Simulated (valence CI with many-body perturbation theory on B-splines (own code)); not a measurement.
**E1 line list for Pt⁵⁺**

Level of theory: configuration interaction combined with many-body perturbation theory (CI+MBPT): five valence electrons over a frozen Dirac-Fock core [Xe] 4f14, radial functions for each j: 7 s, 7 p, 8 d, 6 f, 4 g, 1 h, with the one-electron correlation potential Σ1, the two-electron term Σ2, the three-electron term Σ3, Breit, model QED; selected CI, second order for the rest (own B-spline code, finite nucleus).

No measured spectrum was set against this ion. As an estimate, terms of the open shell hold to 2 to 4 % of their energy, and close levels can change places; different configurations can be misplaced against each other by 1,000 to 8,000 cm⁻¹. Among the levels kept, up to 2100 cm⁻¹ of a level comes from second order outside the variational space, and about a tenth of that is noise between levels of different J, which matters for small intervals.

Lines 151 to 200 of 553 in falling wavelength, among levels below 267030 cm⁻¹, chosen from the strongest by gf and those to the six lowest levels. Wavelengths and rates use the calculated energies, so an error of 2000 cm⁻¹ moves a line at 103.8 nm by 2.1 % and its rate by three times that or more. Electric multipoles are in the length gauge, E1 and E2 with the static RPA response of the core. Weak lines are less certain than strong ones. Lines between different terms over intervals too small for the method are left out, as are lines whose strength nearly cancels. Where a level lies close to another of its J and parity, the split of strength between their lines is uncertain. The highest levels of a list are the least certain.

Levels are named by their leading jj configuration (3d3/2^4 stands for four electrons in 3d with j = 3/2), which in mixed levels can hold well under half, so a name can repeat and another be missing. Letters in brackets count levels of one name in rising energy.

```
λ vac (nm)                               Upper                            Lower   A (s⁻¹)  S (a.u.) with core polarisation  S without
     103.8   (5d3/2^2 5d5/2^2 6p1/2) J=5/2 [e]     (5d3/2^3 5d5/2 6s) J=3/2 [b]  2.56e+08                         8.49e-01   9.94e-01
     103.8  (5d3/2^2 5d5/2^2 6p3/2) J=11/2 [c]    (5d3/2 5d5/2^3 6s) J=11/2 [a]  1.17e+08                         7.74e-01   9.22e-01
     103.8  (5d3/2^2 5d5/2^2 6p3/2) J=11/2 [a]  (5d3/2^2 5d5/2^2 6s) J=11/2 [b]  1.44e+08                         9.55e-01   1.14e+00
     103.7     (5d3/2 5d5/2^3 6p1/2) J=9/2 [d]    (5d3/2 5d5/2^3 6s) J=11/2 [b]  2.61e+08                         1.43e+00   1.72e+00
     103.4   (5d3/2^2 5d5/2^2 6p3/2) J=9/2 [c]   (5d3/2^2 5d5/2^2 6s) J=9/2 [d]  7.58e+08                         4.14e+00   4.90e+00
     103.1     (5d3/2^3 5d5/2 6p3/2) J=5/2 [b]     (5d3/2^3 5d5/2 6s) J=7/2 [a]  4.36e+08                         1.42e+00   1.69e+00
     103.1   (5d3/2^2 5d5/2^2 6p3/2) J=1/2 [a]   (5d3/2^2 5d5/2^2 6s) J=1/2 [b]  8.68e+08                         9.39e-01   1.12e+00
     102.8  (5d3/2^2 5d5/2^2 6p3/2) J=11/2 [d]    (5d3/2 5d5/2^3 6s) J=11/2 [a]  1.74e+08                         1.12e+00   1.33e+00
     102.6     (5d3/2^3 5d5/2 6p3/2) J=5/2 [c]   (5d3/2^2 5d5/2^2 6s) J=5/2 [b]  3.70e+08                         1.18e+00   1.40e+00
     102.6   (5d3/2^2 5d5/2^2 6p1/2) J=5/2 [f]         (5d3/2^3 5d5/2 6s) J=5/2  4.07e+08                         1.30e+00   1.54e+00
     102.4   (5d3/2^2 5d5/2^2 6p3/2) J=7/2 [h]   (5d3/2^2 5d5/2^2 6s) J=5/2 [f]  1.92e+08                         8.14e-01   9.63e-01
     102.3         (5d3/2 5d5/2^3 6p3/2) J=9/2     (5d3/2 5d5/2^3 6s) J=7/2 [b]  6.47e+08                         3.42e+00   4.05e+00
     102.1   (5d3/2^2 5d5/2^2 6p3/2) J=5/2 [f]     (5d3/2 5d5/2^3 6s) J=7/2 [b]  2.98e+08                         9.39e-01   1.12e+00
     102.0   (5d3/2^2 5d5/2^2 6p3/2) J=7/2 [i]     (5d3/2 5d5/2^3 6s) J=7/2 [b]  2.68e+08                         1.12e+00   1.33e+00
     101.7     (5d3/2 5d5/2^3 6p3/2) J=7/2 [b]   (5d3/2^2 5d5/2^2 6s) J=5/2 [f]  4.04e+08                         1.68e+00   1.99e+00
     101.6     (5d3/2 5d5/2^3 6p3/2) J=7/2 [a]     (5d3/2 5d5/2^3 6s) J=7/2 [a]  2.41e+08                         9.99e-01   1.18e+00
     101.4  (5d3/2^2 5d5/2^2 6p3/2) J=13/2 [b]  (5d3/2^2 5d5/2^2 6s) J=11/2 [b]  9.09e+08                         6.56e+00   7.75e+00
     101.4   (5d3/2^2 5d5/2^2 6p3/2) J=7/2 [c]   (5d3/2^2 5d5/2^2 6s) J=9/2 [b]  1.83e+08                         7.54e-01   9.03e-01
     101.3         (5d3/2 5d5/2^3 6p3/2) J=3/2   (5d3/2^2 5d5/2^2 6s) J=3/2 [d]  4.39e+08                         9.01e-01   1.07e+00
     101.1   (5d3/2^2 5d5/2^2 6p3/2) J=3/2 [b]   (5d3/2^2 5d5/2^2 6s) J=1/2 [a]  3.93e+08                         8.02e-01   9.57e-01
     101.0         (5d3/2 5d5/2^3 6p3/2) J=5/2   (5d3/2^2 5d5/2^2 6s) J=5/2 [f]  2.74e+08                         8.37e-01   9.95e-01
     101.0   (5d3/2^2 5d5/2^2 6p1/2) J=7/2 [e]         (5d3/2^3 5d5/2 6s) J=5/2  2.83e+08                         1.15e+00   1.34e+00
     100.9        (5d3/2 5d5/2^3 6p3/2) J=13/2        (5d3/2 5d5/2^3 6s) J=13/2  3.37e+08                         2.39e+00   2.85e+00
     100.7   (5d3/2^2 5d5/2^2 6p1/2) J=3/2 [c]         (5d3/2^3 5d5/2 6s) J=1/2  4.95e+08                         9.98e-01   1.17e+00
     100.5     (5d3/2 5d5/2^3 6p3/2) J=7/2 [c]     (5d3/2 5d5/2^3 6s) J=5/2 [a]  3.68e+08                         1.47e+00   1.74e+00
     100.4         (5d3/2^3 5d5/2 6p3/2) J=9/2   (5d3/2^2 5d5/2^2 6s) J=9/2 [a]  1.50e+08                         7.52e-01   8.91e-01
     100.4   (5d3/2^2 5d5/2^2 6p3/2) J=9/2 [a]   (5d3/2^2 5d5/2^2 6s) J=7/2 [b]  2.34e+08                         1.17e+00   1.37e+00
     100.4     (5d3/2^3 5d5/2 6p3/2) J=1/2 [b]     (5d3/2^3 5d5/2 6s) J=3/2 [b]  1.20e+09                         1.20e+00   1.41e+00
     100.4         (5d3/2^3 5d5/2 6p3/2) J=7/2   (5d3/2^2 5d5/2^2 6s) J=9/2 [a]  2.20e+08                         8.78e-01   1.05e+00
     100.3   (5d3/2^2 5d5/2^2 6p3/2) J=5/2 [g]     (5d3/2 5d5/2^3 6s) J=5/2 [a]  3.67e+08                         1.10e+00   1.30e+00
     100.1   (5d3/2^2 5d5/2^2 6p3/2) J=5/2 [a]   (5d3/2^2 5d5/2^2 6s) J=7/2 [b]  6.87e+08                         2.04e+00   2.41e+00
     99.99        (5d3/2 5d5/2^3 6p1/2) J=13/2  (5d3/2^2 5d5/2^2 6s) J=11/2 [a]  2.22e+08                         1.54e+00   1.83e+00
     99.95   (5d3/2^2 5d5/2^2 6p3/2) J=5/2 [b]   (5d3/2^2 5d5/2^2 6s) J=5/2 [c]  2.97e+08                         8.79e-01   1.05e+00
     99.81         (5d3/2^3 5d5/2 6p3/2) J=7/2         (5d3/2^3 5d5/2 6s) J=5/2  2.26e+08                         8.86e-01   1.04e+00
     99.56     (5d3/2 5d5/2^3 6p1/2) J=5/2 [f]   (5d3/2^2 5d5/2^2 6s) J=3/2 [d]  2.53e+08                         7.38e-01   8.71e-01
     99.47   (5d3/2^2 5d5/2^2 6p3/2) J=9/2 [c]   (5d3/2^2 5d5/2^2 6s) J=9/2 [c]  2.50e+08                         1.22e+00   1.44e+00
     99.35   (5d3/2^2 5d5/2^2 6p3/2) J=9/2 [e]   (5d3/2^2 5d5/2^2 6s) J=9/2 [d]  2.51e+08                         1.22e+00   1.45e+00
     99.28  (5d3/2^2 5d5/2^2 6p3/2) J=11/2 [a]   (5d3/2^2 5d5/2^2 6s) J=9/2 [b]  3.99e+08                         2.31e+00   2.73e+00
     99.23   (5d3/2^2 5d5/2^2 6p3/2) J=9/2 [d]  (5d3/2^2 5d5/2^2 6s) J=11/2 [b]  4.01e+08                         1.93e+00   2.29e+00
     99.23     (5d3/2 5d5/2^3 6p3/2) J=7/2 [d]     (5d3/2 5d5/2^3 6s) J=5/2 [a]  2.65e+08                         1.02e+00   1.21e+00
     99.17   (5d3/2^2 5d5/2^2 6p3/2) J=7/2 [c]   (5d3/2^2 5d5/2^2 6s) J=5/2 [c]  3.52e+08                         1.36e+00   1.60e+00
     99.12   (5d3/2^2 5d5/2^2 6p3/2) J=7/2 [b]   (5d3/2^2 5d5/2^2 6s) J=5/2 [b]  1.82e+08                         7.01e-01   8.31e-01
     99.11   (5d3/2^2 5d5/2^2 6p3/2) J=7/2 [b]   (5d3/2^2 5d5/2^2 6s) J=7/2 [b]  1.02e+09                         3.91e+00   4.61e+00
     99.00     (5d3/2 5d5/2^3 6p3/2) J=7/2 [c]     (5d3/2 5d5/2^3 6s) J=7/2 [b]  2.69e+08                         1.03e+00   1.22e+00
     98.84         (5d3/2 5d5/2^3 6p3/2) J=9/2     (5d3/2 5d5/2^3 6s) J=7/2 [a]  3.05e+08                         1.45e+00   1.73e+00
     98.67  (5d3/2^2 5d5/2^2 6p3/2) J=11/2 [c]   (5d3/2^2 5d5/2^2 6s) J=9/2 [d]  5.32e+08                         3.03e+00   3.59e+00
     98.57  (5d3/2^2 5d5/2^2 6p3/2) J=11/2 [b]  (5d3/2^2 5d5/2^2 6s) J=11/2 [b]  6.95e+08                         3.94e+00   4.66e+00
     98.32    (5d3/2 5d5/2^3 6p1/2) J=11/2 [c]  (5d3/2^2 5d5/2^2 6s) J=11/2 [a]  4.66e+08                         2.62e+00   3.14e+00
     98.25     (5d3/2 5d5/2^3 6p3/2) J=7/2 [b]     (5d3/2 5d5/2^3 6s) J=7/2 [a]  6.83e+08                         2.56e+00   3.02e+00
     98.20   (5d3/2^2 5d5/2^2 6p3/2) J=7/2 [h]   (5d3/2^2 5d5/2^2 6s) J=5/2 [e]  4.93e+08                         1.84e+00   2.18e+00
```
